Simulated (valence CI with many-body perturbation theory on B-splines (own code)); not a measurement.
# Nb⁹⁺: what each term of the Hamiltonian does

Computed by valence CI with perturbative core correlation (CI+MBPT): four valence electrons over a frozen Dirac-Fock core [Ar] 3d10, radial functions for each j: 11 s, 11 p, 9 d, 7 f, 5 g, 2 h, 1 i, with the one-electron correlation potential Σ1, the two-electron term Σ2, the three-electron term Σ3, Breit, model QED; selected CI, second order for the rest, scaled by the run's own slope (own B-spline code, finite nucleus).

No measured spectrum was set against this ion. As an estimate, levels hold to about 250 cm⁻¹ or 0.2 % of their energy and the worst to 1 %, as in measured heavy ions of charge 2 to 7; those with d or f electrons hold less well. Among the levels kept, up to 280 cm⁻¹ of a level comes from second order outside the variational space, and about a tenth of that is noise between levels of different J, which matters for small intervals.

Each rung adds one term. CI alone is the Dirac-Coulomb CI over the frozen core; QED comes last and gives the full result, which names the levels. Energies are above 4s2 4p2 3P_0 on the same rung, in cm⁻¹.

Names give the largest LS component (configuration and term), which can be under half, so a name can repeat, a term be missing and a line seem to break the LS rules; names also repeat where a configuration has a term twice.

```csv
Level,CI alone
4s2 4p2 3P_1,13973
4s2 4p2 3P_2,22642
4s2 4p2 1D_2,46614
4s2 4p2 1S_0,75712
4s 4p3 5S°_2,177849
4s 4p3 3D°_1,226557
4s 4p3 3D°_2,227101
4s 4p3 3D°_3,232540
4s 4p3 3P°_0,257720
4s 4p3 3P°_1,259678
4s 4p3 3P°_2,261979
4s 4p3 1D°_2,291606
4s 4p3 3S°_1,313755
4s 4p3 1P°_1,338331
4s2 4p 4d 3F°_2,348055
4s2 4p 4d 3F°_3,356869
```

Problem. What do these energies become with core correlation, Breit and QED?

Solution. 4s2 4p2 3P_1 14242 (+268); 4s2 4p2 3P_2 22830 (+187); 4s2 4p2 1D_2 46802 (+188); 4s2 4p2 1S_0 75370 (-341); 4s 4p3 5S°_2 181788 (+3939); 4s 4p3 3D°_1 228687 (+2130); 4s 4p3 3D°_2 229319 (+2218); 4s 4p3 3D°_3 234886 (+2346); 4s 4p3 3P°_0 259181 (+1461); 4s 4p3 3P°_1 261122 (+1443); 4s 4p3 3P°_2 263489 (+1510); 4s 4p3 1D°_2 291760 (+154); 4s 4p3 3S°_1 308401 (-5353); 4s 4p3 1P°_1 334238 (-4093); 4s2 4p 4d 3F°_2 349656 (+1601); 4s2 4p 4d 3F°_3 358608 (+1739).

Problem. How does the ionisation energy move along the ladder, and which term matters most?

Solution. CI alone 179.69, + Σ1 180.69, + Σ2 180.54, + Σ3 180.49, + Breit 180.39, + QED 180.40 eV. The largest step is Σ1, 1.00 eV. NIST lists 180 ± 2.2 eV (theoretical).
